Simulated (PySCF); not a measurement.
C₅H₄F₂, SMILES C(/C(=C=C)F)=C/F.

Geometry: PBE0-D3(BJ)/def2-SVP. The structure was generated by enumeration; whether it is a known compound was not checked. One conformer was computed; it need not be the lowest.

All values below come from PBE0-D3(BJ)/def2-SVP (PySCF).

Harmonic, unscaled wavenumbers; measured fundamentals usually lie a few per cent lower.

Computed harmonic wavenumbers and intensities:
```
mode  ν (cm⁻¹)  IR (km/mol)  moving atoms (share of kinetic energy)
----  --------  -----------  --------------------------------------
1           37          4.7                  F 52 %, C 34 %, H 14 %
2          120          1.9                  C 49 %, F 37 %, H 14 %
3          211          2.4                          F 49 %, C 46 %
4          226          6.6                          C 65 %, H 28 %
5          366          1.2                          F 61 %, C 34 %
6          377          1.3                          C 66 %, H 29 %
7          592         24.5                          C 79 %, F 15 %
8          617          0.0                          H 81 %, C 17 %
9          638          1.3                          C 74 %, H 20 %
10         740         14.0                          C 53 %, F 40 %
11         774         33.1                          H 69 %, C 28 %
12         838          0.9                  C 78 %, F 11 %, H 11 %
13         923         33.6                          H 73 %, C 27 %
14         928          0.0                          H 78 %, C 22 %
15         993          0.1                          H 66 %, C 34 %
16        1079         34.1                  H 51 %, C 27 %, F 22 %
17        1216        175.6                  C 65 %, F 20 %, H 14 %
18        1277         22.6                  H 64 %, C 21 %, F 14 %
19        1321         25.1                          H 58 %, C 38 %
20        1429          4.0                          H 52 %, C 45 %
21        1483         39.0                          C 60 %, H 39 %
22        1768        102.4                                  C 94 %
23        2095         14.9                                  C 99 %
24        3126          5.7                                  H 95 %
25        3214          0.1                          H 89 %, C 11 %
26        3227          1.8                                  H 92 %
27        3245          1.5                           H 91 %, C 9 %
```
